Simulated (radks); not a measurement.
Dipole-allowed excitations along the series with 28 electrons in [Ar] 3d10. Calculated with a radial shooting solver on a logarithmic mesh with Libxc functionals: scalar-relativistic Kohn-Sham, exchange-only LDA, spin-polarised, spherical densities, finite nucleus; Fermi nuclear charge, rms radius of each element as measured or else 0.836 A^(1/3) + 0.57 fm. Time-dependent linear response with the Hartree and adiabatic exchange-only LDA kernel, continuum included through the Sternheimer equations, no spin-orbit coupling, so fine structure and intercombination lines are absent. Lines are the poles of the dipole polarisability below minus the highest occupied eigenvalue, found on a grid refined at the orbital gaps; the lowest seven at most are given, and weak or close lines can be missed. The first line takes the name of the lowest orbital gap if no other gap lies below it; otherwise a line is named after a gap within 0.6 % of it, if that gap stands alone.

species  -e(HOMO) (eV)  lowest orbital gap (eV)  first line (eV)      f  strongest line (eV)  its f  static alpha (bohr^3)
Rh17+           709.27             3d-4p 320.31   322.97 (3d-4p)  0.476  450.36 (unassigned)   3.91                0.03676
Pd18+           779.98             3d-4p 351.47   354.28 (3d-4p)  0.470  489.89 (unassigned)   4.18                0.03176
Cd20+           930.67             3d-4p 417.66   420.80 (3d-4p)  0.457  572.80 (unassigned)   4.73                0.02412
In21+           1010.6             3d-4p 452.70   456.01 (3d-4p)  0.452  615.69 (unassigned)   4.01                0.02118
Sn22+           1093.7             3d-4p 489.02   492.50 (3d-4p)  0.447  662.22 (unassigned)   3.16                0.01869
